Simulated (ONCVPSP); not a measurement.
## What one change does to a pseudopotential (Al (Z = 13), ONCV)

ONCVPSP 4.0.1 input, shortened (lines: element, Z, core and valence counts, functional; n l f; lmax; l rc ep ncon nbas qcut; lloc lpopt rc5 dvloc0; l nproj debl; icmod fcfact rcfact), PW91, scalar-relativistic:

```
  Al 13.00    3    2  -109134      upf
    1    0    2.00
    2    0    2.00
    2    1    6.00
    3    0    2.00
    3    1    0.50
    2
    0    1.55    0.00    3    8    3.70
    1    2.50    0.00    5    8    2.90
    2    2.30    0.04    4    9    4.10
    4    3    1.10    1.00
    0    2    0.60
    1    2    2.00
    2    2    3.60
    3    5.25    1.35
```

All-electron outer shells of the reference configuration (PW91, scalar-relativistic, ld1.x):

```csv
shell,level (eV),outermost node (bohr),outermost maximum (bohr)
2s,-112.07,0.16,0.50
2p,-73.65,–,0.43
3s,-11.14,0.80,2.06
3p,-5.74,0.81,2.52
```

Change: local potential polynomial inside 1.10 bohr (lpopt 3, dvloc0 -0.5 Ha).

Cutoffs: the cutoffs (Ha) at which the residual kinetic energy of the hardest occupied pseudo-wave falls to 1 and 0.1 mHa per electron; they do not see the model core or the augmentation charge, which bear on the density cutoff. Errors are all-electron minus pseudo energies relative to the spin-unpolarised reference configuration.

**Question.** What does the change do?

**Answer.** The potential gets neither clearly harder nor softer (5.6 Ha and 10 Ha → 5.6 Ha and 10 Ha); the errors of the 4 common tests hardly move; the range in which the d phases agree narrows (upper end at the end of the scan → 0.7); neither file shows a bound ghost.

| quantity | base | changed |
| --- | --- | --- |
| cutoff, loose | 5.6 Ha | 5.6 Ha |
| cutoff, tight | 10 Ha | 10 Ha |
| bound ghosts | none | none |
| GHOST(+) flags under 300 eV | s at 69.1 eV | s at 49.1 eV |
| error for 3s2 3p1, meV [ΔE -2.10 eV] | +0.4 | +0.4 |
| error for 3s2 3p0, meV [ΔE 3.70 eV] | +0.4 | +0.4 |
| error for 3s1 3p0, meV [ΔE 22.98 eV] | -0.8 | -0.9 |
| error for 3s1 3p1, meV [ΔE 9.51 eV] | -4.4 | -4.4 |
| s: phases at 1.57 bohr within 0.05 rad from the reference energy up to (Ha; the scan ends near 5) | 1.9 | 1.6 |
| p: phases at 2.54 bohr within 0.05 rad from the reference energy up to (Ha; the scan ends near 5) | 4.5 | 4.3 |
| d: phases at 2.33 bohr within 0.05 rad from the reference energy up to (Ha; the scan ends near 5) | to the end of the scan | 0.7 |
| rms error of d²Exc/dni dnj with the model core, mHa | 0.27 | 0.27 |

Base: The cutoffs count occupied waves only; projector 2 of the d channel, the hardest unoccupied one, needs 67 Ha at the loose tolerance. Changed file: The cutoffs count occupied waves only; projector 2 of the d channel, the hardest unoccupied one, needs 67 Ha at the loose tolerance.
